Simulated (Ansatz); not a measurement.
The first iterations of a band of Cl2H2OSi + H2 (8 atoms, charge 0, multiplicity 1).

These are results of RKS revPBE-D4/def2-SVP in Ansatz, not measurements.

```json
{"movable images": "7", "climbing image": "yes", "spring": "5.0 eV/Å²", "optimiser": "quadratic models (default)", "start path": "through a guess of the saddle point", "force threshold": "0.05 eV/Å", "iteration limit": "60", "end points": "relaxed"}
```

Image 0:

```xyz
8
Properties=species:S:1:pos:R:3
Si -0.522 0.451 -1.013
O 0.792 1.000 -0.161
Cl -0.015 -1.115 -2.278
Cl -1.998 -0.250 0.277
H -1.040 1.597 -1.805
H 0.441 -0.947 2.134
H 1.150 -1.104 2.378
H 1.191 0.370 0.468
```

Image 8:

```xyz
8
Properties=species:S:1:pos:R:3
Si -0.154 -0.381 -0.906
O 0.778 0.958 1.311
Cl -0.744 -1.348 -2.666
Cl -1.679 -0.759 0.488
H -0.097 1.071 -1.233
H -0.101 1.300 1.569
H 1.113 -1.045 -0.486
H 0.884 0.204 1.923
```

| iteration | highest image above the first end (eV) | largest band force component (eV/Å) |
| --- | --- | --- |
| 1 | 49.455 | 266.544 |
| 2 | 13.267 | 68.685 |
| 3 | 7.759 | 47.121 |
| 4 | 3.124 | 16.412 |
| 5 | 2.574 | 8.181 |
| 6 | 2.374 | 4.501 |
| 7 | 2.063 | 2.755 |
| 8 | 1.582 | 2.491 |
| 9 | 1.486 | 1.518 |
| 10 | 1.476 | 1.033 |

Task: Does the band converge within its limit, and where does its top end?

Result: It converged. It ended after 32 iterations with the highest image 2.126 eV above the first end. Neighbouring images differ by up to 1.7 eV, so the band resolves the path poorly. A vibrational analysis at the climbing image gives one clearly imaginary mode, 1174i cm⁻¹: a first-order saddle point. The orbitals stay closed-shell, which can raise the energy where a bond breaks towards radicals; this wasn't checked here.

The run took 5 min on 2 threads of Arm Neoverse V1, on a shared host, peak memory 0.13 GiB.
